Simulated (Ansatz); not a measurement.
Consider the substitution at a C–C bond: `CC[SiH2][SiH2]F` + H–F → `FC[SiH2][SiH2]F` + CH₄.

Gas-phase electronic energies from Ansatz, PBE0-D4/def2-TZVP geometries. CCSD(T)/CBS adds triple-zeta CCSD(T) − MP2 to the extrapolated MP2 energy (def2 sets, frozen cores). This one scheme is used for every species. DFT in def2-TZVPP. B3LYP here is the variant with VWN-RPA as its local correlation; programs differ in this. One conformer a species, not always the lowest.

| level | ΔE (kcal/mol) | difference from CCSD(T)/CBS |
| --- | --- | --- |
| r2SCAN-D4 | 11.2 | -3.7 |
| B3LYP-D4 | 10.4 | -4.5 |
| ωB97X-V | 11.1 | -3.8 |
| PBE | 10.7 | -4.2 |
| PBE0 | 12.3 | -2.6 |
| B3LYP | 8.9 | -6.0 |
| HF/def2-TZVPP | 9.0 | -5.9 |
| SCS-MP2/def2-TZVPP | 14.2 | -0.7 |
| CCSD(T)/def2-TZVPP | 14.1 | -0.8 |
| HF/CBS(def2) | 9.1 | -5.8 |
| CCSD(T)/CBS | 14.9 | 0 |

Largest T1 diagnostic among the species: 0.012.

In def2-TZVPP, CCSD(T) changes the Hartree–Fock value by +5.1 kcal/mol (the triples alone add +0.4 kcal/mol) and MP2 by +7.6 kcal/mol. The D4 term adds +1.6 kcal/mol with B3LYP and +0.9 kcal/mol with PBE0; it sums over pairs of atoms, weighted by their polarisabilities, and B3LYP, whose exchange is more repulsive, gets the larger term.
